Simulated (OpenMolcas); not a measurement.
Nb III: CASPT2 settings compared

| Item | Value |
| --- | --- |
| Program | OpenMolcas 26.06 |
| Basis | ANO-R3 [8s6p6d3f2g1h] |
| Scalar Hamiltonian | X2C, finite nucleus |
| Active space | 3 electrons in 5 orbitals (4d) |
| State averaging | 2S+1 = 4 even, 10 roots; 2S+1 = 2 even, 40 roots |
| Spin-orbit coupling | RASSI with atomic mean-field integrals over the reference wave functions, term energies averaged over their components |

Methods on the same reference wave functions:
A. CASSCF
B. SS-CASPT2, IPEA 0.1 Eh, imaginary shift 0.15 Eh (closed shells correlated: none)
C. SS-CASPT2, IPEA 0.75 Eh, sigma2 regulariser 0.25 Eh (closed shells correlated: 4s 4p)
D. MS-CASPT2, IPEA 0.1 Eh, imaginary shift 0.15 Eh (closed shells correlated: none)
E. MS-CASPT2, IPEA 0.75 Eh, sigma2 regulariser 0.25 Eh (closed shells correlated: 4s 4p)
F. XMS-CASPT2, IPEA 0 Eh, no level shift (closed shells correlated: 4s 4p)

Energies in cm⁻¹ above 4d³ ⁴F_3/2, the measured ground level; measured values from the list in Shadmi, J. Res. Natl. Bur. Stand. 70A, 435 (1966).

```csv
Level,A,B,C,D,E,F,Measured
4d³ ⁴F_3/2,0.0,0.0,0.0,0.0,0.0,0.0,0.0
4d³ ⁴F_5/2,505,523,516,525,518,525,516
4d³ ⁴F_7/2,1167,1191,1181,1196,1183,1193,1177
4d³ ⁴F_9/2,1951,1961,1953,1966,1955,1959,1939
4d³ ⁴P_1/2 [68 %],11326,9520,9690,9200,9600,9440,8664
4d³ ²G_7/2,12126,9640,9840,9650,9840,9090,9236
4d³ ⁴P_5/2,12128,10330,10530,10320,10520,9710,9594
4d³ ²G_9/2,12677,10190,10350,10250,10390,9690,9804
4d³ ²P_1/2 [68 %],15793,12840,12870,10670,11700,7840,
4d³ ²H_9/2,15979,13300,13180,13930,13490,13190,12916
4d³ ²H_11/2,16323,13620,13470,14310,13820,13560,13264
4d³ ²D_5/2(1),17799,13100,14420,13070,14420,12860,13094
4d³ ²F_7/2,26471,21630,21560,21630,21560,20150,19861
4d³ ²F_5/2,26727,21860,21800,21870,21800,20390,19975
4d³ ²D_5/2(2),41175,32250,33160,32300,33160,32240,
4d³ ²D_3/2(2),41471,32520,33440,32720,33530,32560,
```

Deviations, from unrounded energies. A percentage is the sum of absolute deviations over the sum of measured energies, with the sign that they share, or ± where signs differ.

```
                        Against measurement  Levels      A     B     C     D     E     F
             mean absolute deviation (cm-1)      12   2900   570   700   660   760   230
      fine structure of the ground term (%)       3   ±0.9  +1.2  +0.5  +1.5  +0.7  +1.3
other terms of the ground configuration (%)       9  +30.2  +5.8  +7.2  ±6.8  +7.8  ±2.3
```

F lies closest to measurement on these levels and A furthest from it. The largest miss of F in the table is 4d³ ⁴P_1/2 [68 %], by +780 cm-1. The ranking rests on the paired levels alone, and a cruder setting can come out closer through cancelling errors.

Among B to F the level of the table that moves most is 4d³ ²P_1/2 [68 %], by 5000 cm-1 (lowest in F, highest in C). Moves below CASPT2's spread within the term are not significant.

The mean deviations of B to F differ by less than CASPT2's widest spread within a term (1100 cm-1), so their order carries little weight.

From A to B the spin-free energies of the other terms of 4d³ shown, above ⁴F, scale by factors of 0.71 to 0.83, as is usual when dynamic correlation screens the repulsion within a d or f shell.

The lowest spin-free term lies below A's lowest term by 0.020 hartree in B, 0.309 hartree in C, 0.020 hartree in D, 0.309 hartree in E, 0.338 hartree in F.

Term energies are means over components that CASPT2 splits; among the terms shown or strongly mixed into the levels shown the widest spread is 1100 cm-1 (4d³ ²H, B). Over all roots computed the reference weight is 0.88 to 0.93 in F; the roots of lowest weight are the least certain, and an intruder state may touch them. Levels of configurations with an s electron are missing; early in the row they begin among the upper levels of the d shell and mix with terms of their name. The CASPT2 spread within a term exceeds the gap to the next term for 4d³ ²D(1) and 4d³ ²P, 4d³ ²P and 4d³ ²H, so the order of their levels is uncertain, and so are names and mixing where such terms share a J (figures for B; the like holds for C, E). Without dynamic correlation excited terms often stand tens of per cent too high (terms of higher spin than the ground term too low), and those without a measured partner can miss by more than the paired ones (holds for A). Computed and measured levels are paired by configuration, term and J; levels that our copy of the source lacks, or whose pairing is in doubt (as where it misses far off the trend of its configuration), stay unpaired and out of the deviations. Only configurations of the active space appear. The table leaves out levels that lie high or whose names do not pair safely across all columns.

A share in square brackets marks a mixed level and gives the weight of the term that names it, the lowest over the columns. A number in round brackets counts repeated terms of one configuration in the order of the reference energies.
